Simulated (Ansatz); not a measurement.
Consider the isomerisation: `[SiH3]CBC=S` → `S[SiH2]C1BC1`.

Gas-phase electronic energies from Ansatz, PBE0-D4/def2-TZVP geometries. CBS: MP2 limit from def2 TZ/QZ plus the TZ coupled-cluster correction, frozen cores. One conformer a species, not always the lowest.

| species | CCSD(T)/CBS(def2) energy (Eh) |
| --- | --- |
| `[SiH3]CBC=S` | -791.93466 |
| `S[SiH2]C1BC1` | -791.94318 |

Work out ΔE.

ΔE = (-791.94318) − (-791.93466) = -0.00852 Eh = -5.3 kcal/mol.

Largest T1 diagnostic among the species: 0.017.

The D4 term adds +0.7 kcal/mol with B3LYP and +0.4 kcal/mol with PBE0; it sums over pairs of atoms, weighted by their polarisabilities, and B3LYP, whose exchange is more repulsive, gets the larger term. From PBE to PBE0 (25 % exact exchange), in def2-TZVPP and without D4, ΔE moves by −3.5 kcal/mol. In def2-TZVPP, CCSD(T) changes the Hartree–Fock value by +3.5 kcal/mol (the triples alone add +1.8 kcal/mol) and MP2 by +0.9 kcal/mol.

B3LYP here is the variant with VWN-RPA as its local correlation; programs differ in this.
